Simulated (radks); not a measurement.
Results of a calculation; reference values are marked as such.
All-electron atom: Cd2+ in [Kr] 4d10 (the NIST ground configuration).

Level of theory: scalar-relativistic Kohn-Sham, BLYP, spin-unpolarised, spherical densities, point nucleus (a radial shooting solver on a logarithmic mesh with Libxc functionals).

Energy parts (Ry):
| part | energy |
|---|---|
| total | -11188.54790 |
| kinetic | 11643.22281 |
| electron-nucleus | -26987.37956 |
| Hartree | 4464.48292 |
| exchange-correlation | -308.87406 |

Orbitals (lengths in bohr, moments of r in powers of bohr; r(max) is where P^2 peaks):
| orbital | occ. | eigenvalue (Ry) | r(max) |
|---|---|---|---|
| 1s | 2 | -1951.327 | 0.01968 |
| 2s | 2 | -290.8699 | 0.1112 |
| 2p | 6 | -261.1606 | 0.08897 |
| 3s | 2 | -55.31614 | 0.3239 |
| 3p | 6 | -45.57267 | 0.3171 |
| 3d | 10 | -30.31619 | 0.2657 |
| 4s | 2 | -9.16726 | 0.7951 |
| 4p | 6 | -6.30476 | 0.8451 |
| 4d | 10 | -2.23064 | 0.9793 |

The highest occupied level is 4d at -30.349 eV. For comparison, the ionisation energy in NIST's Atomic Spectra Database is 37.47 eV (measured). In exact Kohn-Sham theory the highest level is minus the ionisation energy, but local and semilocal functionals leave it too shallow, through self-interaction and a potential that decays too fast; potentials with the right tail come closer.
